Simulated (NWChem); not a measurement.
System: C3H5NSi; SMILES C1=C[SiH2]N=C1

```xyz
10

C      0.5589     1.3826     0.0000
C      1.3294     0.2763     0.0000
Si     0.0941    -1.1438     0.0000
N     -1.3518    -0.1046     0.0000
C     -0.9160     1.1037     0.0000
H      0.9253     2.4085     0.0000
H      2.4138     0.3151     0.0000
H      0.1415    -2.0016     1.2119
H      0.1415    -2.0016    -1.2119
H     -1.6167     1.9480     0.0000
```
Atoms are numbered in this order, from 1.

Computed with NWChem. Pople sets run with spherical d functions. All runs use the structure optimised with B3LYP/6-31G* (spherical d). GIAO values for the isolated, static molecule; σ is the absolute isotropic shielding, δ = σ(reference) − σ with the isolated reference molecule computed at the same levels (13C: tetramethylsilane, 1H: tetramethylsilane, 15N: ammonia, 29Si: tetramethylsilane).

For level KT2/pcSseg-1:

```yaml
"δ C1 (ppm)": 144.9
"δ Si3 (ppm)": -14.3
"δ N4 (ppm)": 340.8
"δ C5 (ppm)": 173.2
"δ H7 (ppm)": 6.93
```

Q: How do the values read with level B3LYP/6-31G* instead?

A: 
* **δ C1 (ppm)**: 138.6
* **δ Si3 (ppm)**: 6.2
* **δ N4 (ppm)**: 322.2
* **δ C5 (ppm)**: 167.4
* **δ H7 (ppm)**: 6.63
